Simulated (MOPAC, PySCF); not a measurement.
H2B2O, SMILES `B(/O)=B\[H]` (B–B–O–H torsion 180°), neutral singlet in the gas phase. 

Cartesian coordinates (Å):
```xyz
5

B      1.3033     0.0003     0.0457
B     -0.1994    -0.1587     0.0336
O     -1.4988    -0.3856     0.0462
H      2.4595     0.1752     0.0417
H     -2.0647     0.3688    -0.1673
```
Charge 0, spin multiplicity 1.

All levels are single points at this geometry (B3LYP-D3(BJ)/def2-TZVP); Pople sets use spherical d functions. Orbital energies aren't observables, and empty levels follow the basis.

| level | HOMO (eV) | LUMO (eV) | gap (eV) | dipole (D) | vertical IE, Delta-SCF (eV) |
|---|---|---|---|---|---|
| TPSSh-D3(BJ)/def2-TZVP in PySCF | -4.57 | -3.56 | 1.01 | 2.26 | 7.36 |
| B3LYP/6-311+G** in PySCF | -4.99 | -3.39 | 1.61 | 2.25 | – |
| B3LYP/6-31G* in PySCF | -4.44 | -2.80 | 1.64 | 2.31 | 7.26 |
| SVWN5/6-31G* in PySCF | -3.67 | -3.93 | -0.26 | 2.44 | – |
| HF/6-31G* in PySCF | -6.97 | 1.28 | 8.25 | 2.25 | 6.16 |
| HF/STO-3G in PySCF | -4.29 | 5.52 | 9.82 | 1.92 | – |
| PM3 in MOPAC | -9.03 | -0.73 | 8.30 | 2.00 | – |
| PM6 in MOPAC | -6.55 | -1.30 | 5.25 | 1.55 | – |
| PM7 in MOPAC | -7.84 | -1.12 | 6.72 | 2.49 | – |
